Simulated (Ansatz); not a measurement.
Geometry optimisation, RKS B3LYP/def2-SVP (Ansatz).

Input:

```yaml
crystal:
  periodic: [false, false, false]
  atoms:
    - { symbol: "N", position_ang: [0.0084, 0.7951, 1.6408] }
    - { symbol: C, position_ang: [-0.2566, 0.3424, 0.2746] }
    - { symbol: O, position_ang: [0.4704, -0.8398, 0.0674] }
    - { symbol: C, position_ang: [0.5441, -1.5053, -1.1377] }
    - { symbol: Se, position_ang: [-0.8873, -0.5526, -2.7609] }
    - { symbol: H, position_ang: [0.963, 1.1392, 1.7123] }
    - { symbol: H, position_ang: [-0.5817, 1.7125, 1.7469] }
    - { symbol: H, position_ang: [-1.2945, 0.1407, 0.1251] }
    - { symbol: H, position_ang: [0.0643, 1.1336, -0.4217] }
    - { symbol: H, position_ang: [1.0531, -2.4169, -1.2439] }
basis:
  gaussian: { orbitals: def2-SVP }
hamiltonian:
  xc: b3lyp
relax:
  f_tol: 0.015
  max_steps: 40
output:
  orbitals: {}
```

Command:

```bash
$ ansatz run input.yaml --threads 2 --pin off --max-ram 3072MiB --backend cpu --events-out ev --progress --plain --runs-dir out
```

Problem. Where does it end, and by what steps?

Solution. It converged. After 21 steps the energy has fallen by 3.054 eV; H7 moved furthest, 1.21 Å.

```csv
step,energy less start (eV),largest force component (eV/Å),accepted
0,0.0000,6.626,yes
1,-1.9450,2.784,yes
2,-2.6799,1.404,yes
3,-2.7694,0.664,yes
4,-2.6705,1.225,no
5,-2.8214,0.319,yes
6,-2.8463,0.212,yes
7,-2.8686,0.157,yes
8,-2.8898,0.116,yes
9,-2.9010,0.123,yes
10,-2.9022,0.241,yes
11,-2.8885,0.837,no
12,-2.9055,0.105,yes
13,-2.9199,0.397,yes
14,-2.9844,0.974,yes
15,-3.0192,0.728,yes
16,-2.9898,1.345,no
17,-3.0473,0.321,yes
18,-3.0475,0.073,yes
19,-3.0516,0.189,yes
20,-3.0538,0.020,yes
21,-3.0538,0.009,yes
```

```xyz
10
Properties=species:S:1:pos:R:3
N -0.027 1.147 1.433
C -0.250 0.606 0.156
O 0.385 -0.723 0.021
C 0.296 -1.394 -1.104
Se -0.526 -0.941 -2.623
H 0.957 1.313 1.633
H -0.434 0.591 2.182
H -1.322 0.464 -0.047
H 0.175 1.239 -0.637
H 0.829 -2.352 -1.010
```

Whether the end is a true minimum wasn't checked by a vibrational analysis.

Run time: 43 s on 2 threads of Intel(R) Xeon(R) 6975P-C (Granite Rapids), on a shared host, peak memory 0.29 GiB.
